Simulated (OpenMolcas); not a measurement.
## neutral germanium: input and output

Input:

```
&GATEWAY
Coord
1

Ge 0.0 0.0 0.0
Basis=ANO-RCC-VTZP
Group=XYZ
NoMove
AngMom=0.0 0.0 0.0
AMFI
&SEWARD
* reference wave functions (RASSCF and RASSI steps not shown): 4 electrons in 9 orbitals (RAS2 4s 4p; RAS3 4d, at most 2 electrons)
>>> COPY JOB001 $Project.JobIph
&CASPT2
XMultistate=3 1 2 3
Frozen=3 6
IPEA=0.25
Imaginary=0.1
MaxIter=60
WThr=0.0 0.3 0.05
PrWF=0.5
NoMix
>>> COPY JOB002 $Project.JobIph
&CASPT2
XMultistate=6 1 2 3 4 5 6
Frozen=3 6
IPEA=0.25
Imaginary=0.1
MaxIter=60
WThr=0.0 0.3 0.05
PrWF=0.5
NoMix
>>> COPY JOB003 $Project.JobIph
&CASPT2
Multistate=1 1
Frozen=3 6
IPEA=0.25
Imaginary=0.1
MaxIter=60
WThr=0.0 0.3 0.05
PrWF=0.5
NoMix
...
```

Output, cut to the results:

```
--- CASPT2 ---
Orbital specifications:
      -----------------------

      Symmetry species                           1   2
                                                ag  au
      Frozen orbitals                            3   6
      Inactive orbitals                          5   0
      Active orbitals                            6   3
      Secondary orbitals                         7  13
      Deleted orbitals                           0   0
      Number of basis functions                 21  22
Type of calculation                        XMS-CASPT2
      Fock operator                              state-average
      IPEA shift                                 0.25
      Real shift                                 0.00
      Imaginary shift                            0.10
      The input orbitals will be transformed to quasi-canonical
      The input states will be rotated to diagonalize the Fock operator
Reference energy:       -2097.0394222229
      E2 (Non-variational):      -0.4071409473
      Shift correction:          -0.0001105822
      E2 (Variational):          -0.4072515296
      Total energy:           -2097.4466737525
      Residual norm:              0.0000003139
      Reference weight:           0.95743
      Contributions to the CASPT2 correlation energy
      Active & Virtual Only:         -0.0130051162
      One Inactive Excited:          -0.0505221775
      Two Inactive Excited:          -0.3436136536
Reference energy:       -2097.0394222229
      E2 (Non-variational):      -0.4071358388
      Shift correction:          -0.0001104425
      E2 (Variational):          -0.4072462813
      Total energy:           -2097.4466685042
      Residual norm:              0.0000003164
      Reference weight:           0.95744
      Contributions to the CASPT2 correlation energy
      Active & Virtual Only:         -0.0129992748
      One Inactive Excited:          -0.0505229100
      Two Inactive Excited:          -0.3436136539
::    XMS-CASPT2 Root  1     Total energy:  -2097.44668099
::    XMS-CASPT2 Root  2     Total energy:  -2097.44667009
::    XMS-CASPT2 Root  3     Total energy:  -2097.44666823
--- CASPT2 ---
Orbital specifications:
      -----------------------

      Symmetry species                           1   2
                                                ag  au
      Frozen orbitals                            3   6
      Inactive orbitals                          5   0
      Active orbitals                            6   3
      Secondary orbitals                         7  13
      Deleted orbitals                           0   0
      Number of basis functions                 21  22
Type of calculation                        XMS-CASPT2
      Fock operator                              state-average
      IPEA shift                                 0.25
      Real shift                                 0.00
      Imaginary shift                            0.10
      The input orbitals will be transformed to quasi-canonical
      The input states will be rotated to diagonalize the Fock operator
Reference energy:       -2097.0006506222
      E2 (Non-variational):      -0.4092671990
      Shift correction:          -0.0001199646
      E2 (Variational):          -0.4093871636
      Total energy:           -2097.4100377858
      Residual norm:              0.0000001999
      Reference weight:           0.95614
      Contributions to the CASPT2 correlation energy
      Active & Virtual Only:         -0.0152512136
      One Inactive Excited:          -0.0505249158
      Two Inactive Excited:          -0.3434910695
Reference energy:       -2097.0006506222
      E2 (Non-variational):      -0.4093124947
      Shift correction:          -0.0001206715
      E2 (Variational):          -0.4094331662
      Total energy:           -2097.4100837883
      Residual norm:              0.0000001963
      Reference weight:           0.95608
      Contributions to the CASPT2 correlation energy
      Active & Virtual Only:         -0.0152871155
      One Inactive Excited:          -0.0505347092
      Two Inactive Excited:          -0.3434906700
::    XMS-CASPT2 Root  1     Total energy:  -2097.41010808
::    XMS-CASPT2 Root  2     Total energy:  -2097.41008980
::    XMS-CASPT2 Root  3     Total energy:  -2097.41007419
::    XMS-CASPT2 Root  4     Total energy:  -2097.41006772
::    XMS-CASPT2 Root  5     Total energy:  -2097.41003109
::    XMS-CASPT2 Root  6     Total energy:  -2097.36430404
--- CASPT2 ---
Orbital specifications:
      -----------------------

      Symmetry species                           1   2
                                                ag  au
      Frozen orbitals                            3   6
      Inactive orbitals                          5   0
      Active orbitals                            6   3
      Secondary orbitals                         7  13
      Deleted orbitals                           0   0
      Number of basis functions                 21  22
Type of calculation                        SS-CASPT2
      Fock operator                              state-specific
      IPEA shift                                 0.25
      Real shift                                 0.00
      Imaginary shift                            0.10
      The input orbitals will be transformed to quasi-canonical
Reference energy:       -2096.8814125229
      E2 (Non-variational):      -0.3901268292
      Shift correction:          -0.0000769394
      E2 (Variational):          -0.3902037686
      Total energy:           -2097.2716162915
      Residual norm:              0.0000006991
      Reference weight:           0.96223
      Contributions to the CASPT2 correlation energy
      Active & Virtual Only:         -0.0056345938
      One Inactive Excited:          -0.0417246366
      Two Inactive Excited:          -0.3427675988
::    CASPT2 Root  1     Total energy:  -2097.27161629
--- CASPT2 ---
Orbital specifications:
      -----------------------

...
```

In XMS-CASPT2 the single-state energies belong to rotated reference states; over a whole degenerate manifold the rotation is arbitrary, and only the multistate roots count.

Levels above the lowest, from the spin-orbit matrix with the multistate effective Hamiltonian, averaged by term, added to it:

```tsv
Configuration	Term	J	E (cm⁻¹)	Measured (cm⁻¹)	g	Term weight %
4s² 4p²	³P	0	0.0	0.0		100
4s² 4p²	³P	1	492	557	1.501	100
4s² 4p²	³P	2	1283	1410	1.498	99
4s² 4p²	¹D	2	8990	7125	1.003	99
4s² 4p²	¹S	0	19060	16367		100
4s 4p³	⁵S°	2	39330	41927	2.002	100
```

Against the 5 measured excited levels shown (NIST Handbook of Basic Atomic Spectroscopic Data) the mean absolute deviation is 1500 cm-1; the largest miss in energy is 4s² 4p² ¹S₀: computed 19060, measured 16367 cm⁻¹ (+16.5 %), and the largest in proportion 4s² 4p² ¹D₂ (+26.1 %).

CASPT2 breaks the degeneracy within a term, and the mean is taken; among the terms shown or strongly mixed into the levels shown the widest spread is 17 cm-1 (4s² 4p² ¹D). Active for correlation alone: 4d; no level in the range computed is led by a configuration that fills it, so any true level of that kind is missing. Some terms miss by over 15 % even with CASPT2, which points to a basis or an active space too small for the shells correlated. Measured partners are found by configuration, term and J. A level has none where our copy of the source lacks it or the pairing is in doubt (some pairs that miss far off the trend of their configuration count as doubtful), and it then counts in no deviation. Only configurations of the active space appear. The first state left out of the spin-orbit step lies near 67000 cm-1 above the lowest spin-free state of the reference (among the parities and spins computed), and the list stops at four fifths of that energy or lower.

The term weight is that of the spin-free term in the level, not the purity of its configuration. ° marks odd parity.
